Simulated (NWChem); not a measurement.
Everything below was run with NWChem. System: MgO, charge 0, spin multiplicity 1, at a geometry optimised with PBE0/def2-SVP. The structure started from a generated list of species. Level: CR-CCSD(T)/def2-TZVP, 6 core orbitals frozen.

Input file:

```
start mol
memory heap 100 mb stack 700 mb global 1900 mb
geometry units angstroms nocenter noautoz
  Mg     0.000000     0.000000     0.699045
  O      0.000000     0.000000    -1.048568
  symmetry group C2v
end
basis spherical
  * library def2-tzvp
end
scf
  rhf
  nopen 0
  maxiter 100
  thresh 1e-7
  semidirect memsize 60000000 filesize 0
end
tce
  freeze core 6
  cr-ccsd(t)
  2eorb
  2emet 13
  thresh 1e-6
  maxiter 100
  tilesize 24
end
task tce energy
```

Output (cleaned and shortened):

```
             Northwest Computational Chemistry Package (NWChem) 7.3.0
             --------------------------------------------------------

                                NWChem Input Module
                                -------------------

 Scaling coordinates for geometry "geometry" by  1.889725989
 (inverse scale =  0.529177249)

 Turning off AUTOSYM since
 SYMMETRY directive was detected!

                             Geometry "geometry" -> ""
                             -------------------------

 Output coordinates in angstroms (scale by  1.889725989 to convert to a.u.)

  No.       Tag          Charge          X              Y              Z
 ---- ---------------- ---------- -------------- -------------- --------------
    1 Mg                  12.0000     0.00000000     0.00000000     0.69904500
    2 O                    8.0000     0.00000000     0.00000000    -1.04856800

 Effective nuclear repulsion energy (a.u.)      29.0688017908

            Nuclear Dipole moment (a.u.)
            ----------------------------
        X                 Y               Z
 ---------------- ---------------- ----------------
     0.0000000000     0.0000000000    -0.0000075589

      Symmetry information
      --------------------

 Group name             C2v
 Group number             16
 Group order               4
 No. of unique centers     2

      Symmetry unique atoms

     1    2


 Summary of "ao basis" -> "" (spherical)
 ------------------------------------------------------------------------------
       Tag                 Description            Shells   Functions and Types
 ---------------- ------------------------------  ------  ---------------------
 *                         def2-tzvp                  on all atoms

 Summary of "ao basis" -> "ao basis" (spherical)
 ------------------------------------------------------------------------------
       Tag                 Description            Shells   Functions and Types
 ---------------- ------------------------------  ------  ---------------------
 Mg                        def2-tzvp                12       32   5s4p3d
 O                         def2-tzvp                11       31   5s3p2d1f

                                 NWChem SCF Module
                                 -----------------

  ao basis        = "ao basis"
  functions       =    63
  atoms           =     2
  closed shells   =    10
  open shells     =     0
  charge          =   0.00
  wavefunction    = RHF
  use symmetry    = T
  symmetry adapt  = T

 Summary of "ao basis" -> "ao basis" (spherical)
 ------------------------------------------------------------------------------
       Tag                 Description            Shells   Functions and Types
 ---------------- ------------------------------  ------  ---------------------
 Mg                        def2-tzvp                12       32   5s4p3d
 O                         def2-tzvp                11       31   5s3p2d1f

      Symmetry analysis of basis
      --------------------------

        a1         29
        a2          6
        b1         14
        b2         14

 Forming initial guess at       0.0s

      Superposition of Atomic Density Guess
      -------------------------------------

 Sum of atomic energies:        -274.39093843

      Non-variational initial energy
      ------------------------------

 Total energy =    -274.193416
 1-e energy   =    -440.304756
 2-e energy   =     137.042538
 HOMO         =      -0.448438
 LUMO         =      -0.175508
[...]
 x =   0.00000000 y =   0.00000000 z =  -0.00024241

 moments of inertia (a.u.)
 ------------------
         104.656981808976           0.000000000000           0.000000000000
           0.000000000000         104.656981808976           0.000000000000
           0.000000000000           0.000000000000           0.000000000000

  Mulliken analysis of the total density
  --------------------------------------

    Atom       Charge   Shell Charges
 -----------   ------   -------------------------------------------------------
    1 Mg  12    11.14   2.00  0.71  1.27  0.65  0.04  5.12  0.88  0.15  0.16  0.00  0.08  0.08
    2 O    8     8.86   0.79  1.18  0.59  0.97  0.39  1.73  1.93  1.27  0.00  0.01  0.00

       Multipole analysis of the density wrt the origin
       ------------------------------------------------

     L   x y z        total         open         nuclear
     -   - - -        -----         ----         -------
     0   0 0 0     -0.000000      0.000000     20.000000

     1   1 0 0      0.000000      0.000000      0.000000
     1   0 1 0     -0.000000      0.000000      0.000000
     1   0 0 1      3.517932      0.000000     -0.000008

     2   2 0 0    -10.480787      0.000000      0.000000
     2   1 1 0      0.000000      0.000000      0.000000
     2   1 0 1     -0.000000      0.000000      0.000000
     2   0 2 0    -10.480787      0.000000      0.000000
     2   0 1 1     -0.000000      0.000000      0.000000
     2   0 0 2    -10.105192      0.000000     52.351538

                   NWChem Extensible Many-Electron Theory Module
                   ---------------------------------------------


            General Information
            -------------------
      Number of processors :     1
         Wavefunction type : Restricted Hartree-Fock
          No. of electrons :    20
           Alpha electrons :    10
            Beta electrons :    10
           No. of orbitals :   126
            Alpha orbitals :    63
             Beta orbitals :    63
        Alpha frozen cores :     6
         Beta frozen cores :     6
     Alpha frozen virtuals :     0
      Beta frozen virtuals :     0
         Spin multiplicity : singlet
    Number of AO functions :    63
       Number of AO shells :    23
        Use of symmetry is : on
      Symmetry adaption is : on
         Schwarz screening : 0.10D-09

          Correlation Information
          -----------------------
          Calculation type : Coupled-cluster singles & doubles w/ perturbation
   Perturbative correction : Completely renormalized (T)
            Max iterations :      100
        Residual threshold : 0.10D-05
     T(0) DIIS level shift : 0.00D+00
     L(0) DIIS level shift : 0.00D+00
     T(1) DIIS level shift : 0.00D+00
     L(1) DIIS level shift : 0.00D+00
     T(R) DIIS level shift : 0.00D+00
     T(I) DIIS level shift : 0.00D+00
   CC-T/L Amplitude update :  5-th order DIIS
                I/O scheme : Global Array Library
        L-threshold :  0.10D-05
        EOM-threshold :  0.10D-05
 no EOMCCSD initial starts read in
 TCE RESTART OPTIONS
 SLICE:      F
 D4D5:       F
 quantumc:   F
 qrotation:  F
 pwtce:      F
 qducc:      F
 nacto:                         0
 nrotv:                         0
 nrot:                          0

            Memory Information
            ------------------
          Available GA space size is     249032831 doubles
          Available MA space size is     104852236 doubles

 Maximum block size supplied by input
 Maximum block size        24 doubles

 tile_dim =     23

 -------------------------------------------------

 Global array virtual files algorithm will be used

 Parallel file system coherency ......... OK

 4-electron integrals stored in orbital form

 v2    file size   =           909937
 4-index algorithm nr.  13 is used
 imaxsize =       30
 imaxsize ichop =        0


CCSD iterations
 ---------------------------------------------------------
 Iter          Residuum       Correlation     Cpu    Wall
 ---------------------------------------------------------
    1   0.2021549160450  -0.3209956796784     0.1     0.1
    2   0.0665897146992  -0.2847442383455     0.1     0.1
    3   0.0336241280529  -0.3068535953460     0.1     0.1
    4   0.0321792174855  -0.2973004768916     0.1     0.1
    5   0.0292334166314  -0.3064036985841     0.1     0.1
    6   0.0049887845385  -0.3032311939468     0.1     0.1
    7   0.0046413146284  -0.3030845405926     0.1     0.1
    8   0.0028574180483  -0.3034660222322     0.1     0.1
    9   0.0036105715479  -0.3031256271956     0.1     0.1
   10   0.0029407778103  -0.3036953064403     0.1     0.1
   11   0.0004796321291  -0.3035751677027     0.1     0.1
   12   0.0003372534927  -0.3035646830511     0.1     0.1
   13   0.0002225715381  -0.3035488783572     0.1     0.1
   14   0.0001692350028  -0.3035535881597     0.1     0.1
   15   0.0001303726050  -0.3035460308330     0.1     0.1
   16   0.0000595505487  -0.3035455454604     0.1     0.1
   17   0.0000344853379  -0.3035480536074     0.1     0.1
   18   0.0000297704002  -0.3035478371597     0.1     0.1
   19   0.0000193126489  -0.3035508084502     0.1     0.1
   20   0.0000191326281  -0.3035495004837     0.1     0.1
   21   0.0000060441748  -0.3035527205172     0.1     0.1
   22   0.0000043718736  -0.3035524626838     0.1     0.1
   23   0.0000034286431  -0.3035521500316     0.1     0.1
   24   0.0000029707061  -0.3035524238815     0.1     0.1
   25   0.0000028569469  -0.3035520198159     0.1     0.1
   26   0.0000006875830  -0.3035521760704     0.1     0.1
 -----------------------------------------------------------------
 Iterations converged
 CCSD correlation energy / hartree =        -0.303552176070376
 CCSD total energy / hartree       =      -274.678230137563503

 Singles contributions
    11a1  (alpha) ---    10a1  (alpha)        0.1063321408

 Doubles contributions
    11a1  (alpha)    11a1  (beta ) ---    10a1  (alpha)    10a1  (beta )       -0.2085903102
 CR-CCSD(T)

 CR-CCSD[T]  correction energy / hartree =        -0.021633182612812
 CR-CCSD[T] correlation energy / hartree =        -0.325185358683187
 CR-CCSD[T] total energy / hartree       =      -274.699863320176291
 CR-CCSD(T)  correction energy / hartree =        -0.017315515994566
 CR-CCSD(T) correlation energy / hartree =        -0.320867692064942
 CR-CCSD(T) total energy / hartree       =      -274.695545653558042

 Task  times  cpu:        4.7s     wall:        4.7s

 Total times  cpu:        4.7s     wall:        4.7s
```
